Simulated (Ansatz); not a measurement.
System: BH₂, charge 1, multiplicity 1. 
Geometry from a B3LYP-D3(BJ)/def2-TZVP (Ansatz, a quantum-chemistry and plane-wave program) optimisation:
```
B
H 1 1.1744
H 1 1.1744 2 180.00
```
Charge +1, spin multiplicity 1.

Basis-set convergence of Hartree-Fock and CCSD(T) correlation energies (hartree) with Ansatz. Valence correlation only, unless marked. No spin-orbit coupling. No relativistic terms.

```tsv
basis	functions	E(HF)	E(corr, CCSD(T))
aug-cc-pVDZ	41	-25.47268	-0.07539
aug-cc-pVTZ	92	-25.47907	-0.08673
aug-cc-pVQZ	172	-25.48049	-0.08990
```

Extrapolating the two largest sets (X = 3 and 4) as X^-3: E(corr) = (64·(-0.08990) - 27·(-0.08673))/37 = -0.0922 Eh, an estimate of the basis-set limit. The largest set recovers 97.5 % of it, the smallest 81.8 %.
